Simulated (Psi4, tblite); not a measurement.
Two rigid molecules brought together: CH3F ··· BF3 (SMILES CF and FB(F)F). Monomers: optimised at B3LYP-D3(BJ) (def2-TZVP), held rigid. Orientation: lowest of the rigid-body minima from ten starts at GFN2-xTB (searched outside a hard wall at short contacts). R is the distance of the centres of mass, along which the second monomer moves. The shortest distances reach bonding range, where SAPT0 and rigid monomers are unreliable.

Levels of theory: GFN2-xTB (tblite); SAPT0/jun-cc-pVDZ, frozen core (Psi4).

Interaction energies in kcal/mol:

```
R / Å  GFN2-xTB
-----  --------
2.09      10.22
2.27       1.08
2.46      -2.98
2.70      -4.07
2.93      -3.67
3.12      -3.13
3.42      -2.40
3.73      -1.83
4.23      -1.21
4.90      -0.71
5.90      -0.35
7.17      -0.16
```

Task: What does SAPT0/jun-cc-pVDZ give at the same points?

Result: 2.09: 11.76; 2.27: 2.14; 2.46: -2.35; 2.70: -4.17; 2.93: -4.22; 3.12: -3.79; 3.42: -2.94; 3.73: -2.15; 4.23: -1.30; 4.90: -0.70; 5.90: -0.32; 7.17: -0.15 (kcal/mol).
